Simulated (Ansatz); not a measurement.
Total energies of AlCl2Br (AlBrCl2) from Ansatz at r2SCAN-D4/def2-TZVP, gas phase (1 Eh = 27.2114 eV = 2625.5 kJ/mol). The reference geometry is relaxed at B3LYP-D4/def2-SVP.

```tsv
state	geometry	energy (Eh)
charge 0 singlet	reference	-3737.13826
charge 1 doublet	reference	-3736.74127
free Al atom (doublet)	–	-242.33055
free Cl atom (doublet)	–	-460.11688
free Br atom (doublet)	–	-2574.09258
```

Work out the vertical ionisation energy to the doublet.

E(charge 1 doublet) − E(charge 0 singlet) = -3736.74127 − (-3737.13826) = 0.39699 Eh = 10.80 eV. For comparison, −ε of the highest occupied level is 8.01 eV at this level, 2.79 eV less.

What is the binding energy per atom against free atoms?

Atoms: 1 × (-242.33055) + 2 × (-460.11688) + 1 × (-2574.09258) = -3736.65689 Eh. Binding: -3736.65689 − (-3737.13826) = 0.48137 Eh = 13.10 eV, or 3.27 eV for each of 4 atoms (no zero-point energy, no counterpoise term).
